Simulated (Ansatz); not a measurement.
Ansatz (a quantum-chemistry and plane-wave program) input (PBE/6-31G*):

Ansatz 0.2 input:
```yaml
crystal:
  periodic: [false, false, false]
  atoms:
    - {symbol: C, position_ang: [3.24006800, 0.13599800, -0.06355700]}
    - {symbol: C, position_ang: [1.90269700, -0.42678900, 0.40558900]}
    - {symbol: C, position_ang: [0.71583000, 0.29185500, -0.23822600]}
    - {symbol: C, position_ang: [-0.62961900, -0.28104500, 0.24745500]}
    - {symbol: C, position_ang: [-1.74751900, 0.45324200, -0.41923000]}
    - {symbol: O, position_ang: [-3.10284400, -0.12618400, 0.13506400]}
    - {symbol: H, position_ang: [3.35483600, 0.03543200, -1.14460100]}
    - {symbol: H, position_ang: [4.06838200, -0.39176900, 0.40865100]}
    - {symbol: H, position_ang: [3.33398200, 1.19427200, 0.18759000]}
    - {symbol: H, position_ang: [1.82551200, -0.34236700, 1.49330400]}
    - {symbol: H, position_ang: [1.84643300, -1.49376700, 0.17097700]}
    - {symbol: H, position_ang: [0.78196200, 0.20421500, -1.32653000]}
    - {symbol: H, position_ang: [0.76254500, 1.35862900, -0.00173000]}
    - {symbol: H, position_ang: [-0.70564500, -0.17524600, 1.33148300]}
    - {symbol: H, position_ang: [-0.67306000, -1.34651600, -0.00105100]}
    - {symbol: H, position_ang: [-1.80715900, 0.31422600, -1.49586000]}
    - {symbol: H, position_ang: [-1.83354100, 1.49839500, -0.13699500]}
    - {symbol: H, position_ang: [-3.11678400, -1.10139700, 0.14677800]}
    - {symbol: H, position_ang: [-3.90344900, 0.21579800, -0.30471300]}
basis:
  gaussian:
    orbitals: 6-31G*
hamiltonian:
  xc: {name: PBE}
total_charge: 1
relax: {f_tol: 0.003, max_steps: 120}
```

Output:

```
Functional definition: PBE
integrals: 0.07 GiB planned
1554 factors; their error is unknown
mean field: 0.38 GiB planned
mean field evaluation 1: about -7405.1553 eV, gradient 9.5e1 eV
mean field evaluation 2: about -7332.0773 eV, gradient 1.6e2 eV
mean field evaluation 4: about -7426.0990 eV, gradient 1.2e1 eV
mean field evaluation 8: about -7426.4360 eV, gradient 2.8e-1 eV
mean field evaluation 16: about -7426.3342 eV, gradient 1.4e-3 eV
mean field -7426.33418847 eV, -272.9127476763 hartree, gradient 1.8e-5 eV, S^2 0.000000; 0 other end points of the search recorded, 0 dependent functions left out
the calculation of the forces begins
reference -7426.33421501 eV, -272.9127486517 hartree; 25, 25 occupied and 91, 91 virtual orbitals, 1554 factors
relax step   1: F+E_penalty+E_count = -7426.33418847 eV  Δ(F+E_penalty+E_count) = +0.000e0 eV  max|allowed force component| = 6.339e-1 eV/Å  Δτ_max = 0.0000 Å  (31 SCF iters, accepted)
these checks for a lower state are left out or cut short: starts, cluster_reference, orbital_swaps, neighbouring_geometries, increment
integrals: 0.07 GiB planned
1554 factors; their error is unknown
mean field: 0.38 GiB planned
mean field -7426.37657671 eV, -272.9143054154 hartree, gradient 1.2e-5 eV, S^2 0.000000; 0 other end points of the search recorded, 0 dependent functions left out
the calculation of the forces begins
reference -7426.37660343 eV, -272.9143063974 hartree; 25, 25 occupied and 91, 91 virtual orbitals, 1554 factors
relax step   2: F+E_penalty+E_count = -7426.37657671 eV  Δ(F+E_penalty+E_count) = -4.239e-2 eV  max|allowed force component| = 2.630e-1 eV/Å  Δτ_max = 0.0212 Å  (30 SCF iters, accepted)
these checks for a lower state are left out or cut short: starts, cluster_reference, orbital_swaps, neighbouring_geometries, increment
integrals: 0.07 GiB planned
1554 factors; their error is unknown
mean field: 0.38 GiB planned
mean field evaluation 32: about -7426.3822 eV, gradient 4.7e-1 eV
mean field -7426.38269767 eV, -272.9145303565 hartree, gradient 1.2e-5 eV, S^2 0.000000; 0 other end points of the search recorded, 0 dependent functions left out
the calculation of the forces begins
reference -7426.38272451 eV, -272.9145313428 hartree; 25, 25 occupied and 91, 91 virtual orbitals, 1554 factors
relax step   3: F+E_penalty+E_count = -7426.38269767 eV  Δ(F+E_penalty+E_count) = -6.121e-3 eV  max|allowed force component| = 6.703e-2 eV/Å  Δτ_max = 0.0225 Å  (30 SCF iters, accepted)
these checks for a lower state are left out or cut short: starts, cluster_reference, orbital_swaps, neighbouring_geometries, increment
integrals: 0.07 GiB planned
1554 factors; their error is unknown
mean field: 0.38 GiB planned
mean field -7426.38309556 eV, -272.9145449787 hartree, gradient 1.2e-5 eV, S^2 0.000000; 0 other end points of the search recorded, 0 dependent functions left out
the calculation of the forces begins
reference -7426.38312241 eV, -272.9145459653 hartree; 25, 25 occupied and 91, 91 virtual orbitals, 1554 factors
relax step   4: F+E_penalty+E_count = -7426.38309556 eV  Δ(F+E_penalty+E_count) = -3.979e-4 eV  max|allowed force component| = 4.838e-2 eV/Å  Δτ_max = 0.0085 Å  (31 SCF iters, accepted)
these checks for a lower state are left out or cut short: starts, cluster_reference, orbital_swaps, neighbouring_geometries, increment
integrals: 0.07 GiB planned
1554 factors; their error is unknown
mean field: 0.38 GiB planned
mean field -7426.38321442 eV, -272.9145493467 hartree, gradient 1.2e-5 eV, S^2 0.000000; 0 other end points of the search recorded, 0 dependent functions left out
the calculation of the forces begins
reference -7426.38324126 eV, -272.9145503329 hartree; 25, 25 occupied and 91, 91 virtual orbitals, 1554 factors
relax step   5: F+E_penalty+E_count = -7426.38321442 eV  Δ(F+E_penalty+E_count) = -1.189e-4 eV  max|allowed force component| = 3.085e-2 eV/Å  Δτ_max = 0.0227 Å  (30 SCF iters, accepted)
these checks for a lower state are left out or cut short: starts, cluster_reference, orbital_swaps, neighbouring_geometries, increment
integrals: 0.07 GiB planned
1554 factors; their error is unknown
mean field: 0.38 GiB planned
mean field -7426.38332226 eV, -272.9145533097 hartree, gradient 1.2e-5 eV, S^2 0.000000; 0 other end points of the search recorded, 0 dependent functions left out
the calculation of the forces begins
reference -7426.38334911 eV, -272.9145542962 hartree; 25, 25 occupied and 91, 91 virtual orbitals, 1554 factors
relax step   6: F+E_penalty+E_count = -7426.38332226 eV  Δ(F+E_penalty+E_count) = -1.078e-4 eV  max|allowed force component| = 3.695e-3 eV/Å  Δτ_max = 0.0076 Å  (31 SCF iters, accepted)
these checks for a lower state are left out or cut short: starts, cluster_reference, orbital_swaps, neighbouring_geometries, increment
integrals: 0.07 GiB planned
1554 factors; their error is unknown
mean field: 0.38 GiB planned
mean field evaluation 64: about -7426.3833 eV, gradient 1.2e-5 eV
mean field -7426.38333058 eV, -272.9145536154 hartree, gradient 1.2e-5 eV, S^2 0.000000; 0 other end points of the search recorded, 0 dependent functions left out
the calculation of the forces begins
reference -7426.38335743 eV, -272.9145546022 hartree; 25, 25 occupied and 91, 91 virtual orbitals, 1554 factors
relax step   7: F+E_penalty+E_count = -7426.38333058 eV  Δ(F+E_penalty+E_count) = -8.318e-6 eV  max|allowed force component| = 2.544e-3 eV/Å  Δτ_max = 0.0030 Å  (31 SCF iters, accepted)
integrals: 0.07 GiB planned
1554 factors; their error is unknown
mean field: 0.38 GiB planned
mean field -7426.38333058 eV, -272.9145536154 hartree, gradient 1.2e-5 eV, S^2 0.000000; 1 other end points of the search recorded, 0 dependent functions left out
the calculation of the forces begins
reference -7426.38335743 eV, -272.9145546022 hartree; 25, 25 occupied and 91, 91 virtual orbitals, 1554 factors
Total energy: -7426.38335743 eV, -272.9145546022 hartree
Atom 0 at     3.253675     0.141288    -0.069173 Å, force    -0.000651     0.000343    -0.000451 eV/Å
Atom 1 at     1.913961    -0.428853     0.408225 Å, force     0.000360    -0.000835     0.000523 eV/Å
Atom 2 at     0.716606     0.292374    -0.235991 Å, force     0.000843     0.001216    -0.001027 eV/Å
Atom 3 at    -0.634340    -0.289180     0.261287 Å, force    -0.002544    -0.000328     0.000145 eV/Å
Atom 4 at    -1.756730     0.443104    -0.412847 Å, force     0.000134    -0.001201     0.001168 eV/Å
Atom 5 at    -3.127850    -0.117814     0.158461 Å, force     0.001645     0.001840    -0.000998 eV/Å
Atom 6 at     3.369383     0.039924    -1.162075 Å, force    -0.000034     0.000093    -0.000259 eV/Å
Atom 7 at     4.092799    -0.391904     0.406033 Å, force    -0.000038    -0.000069     0.000321 eV/Å
Atom 8 at     3.350676     1.210819     0.185120 Å, force    -0.000016     0.000159     0.000119 eV/Å
Atom 9 at     1.839298    -0.344102     1.508589 Å, force    -0.000096     0.000045     0.000085 eV/Å
Atom 10 at     1.858484    -1.508139     0.171281 Å, force     0.000014     0.000207     0.000102 eV/Å
Atom 11 at     0.779769     0.202940    -1.336919 Å, force    -0.000244    -0.000042     0.000041 eV/Å
Atom 12 at     0.762299     1.371426     0.002722 Å, force     0.000094    -0.000298    -0.000168 eV/Å
Atom 13 at    -0.706688    -0.174134     1.356936 Å, force     0.000498     0.000102     0.000378 eV/Å
Atom 14 at    -0.668748    -1.368594     0.017054 Å, force    -0.000045    -0.000494    -0.000162 eV/Å
Atom 15 at    -1.819734     0.297308    -1.502164 Å, force    -0.000346    -0.000183     0.000087 eV/Å
Atom 16 at    -1.839445     1.503840    -0.137707 Å, force    -0.000272     0.000264     0.000313 eV/Å
Atom 17 at    -3.152893    -1.106016     0.094277 Å, force    -0.000586     0.000097    -0.000419 eV/Å
Atom 18 at    -3.917895     0.242696    -0.318713 Å, force     0.001284    -0.000917     0.000202 eV/Å
Dipole moment:    -2.145464    -0.129028    -0.290415 e Å
```

The dipole moment of an ion depends on the origin.

The geometry given is a B3LYP-D3(BJ)/def2-TZVP minimum.
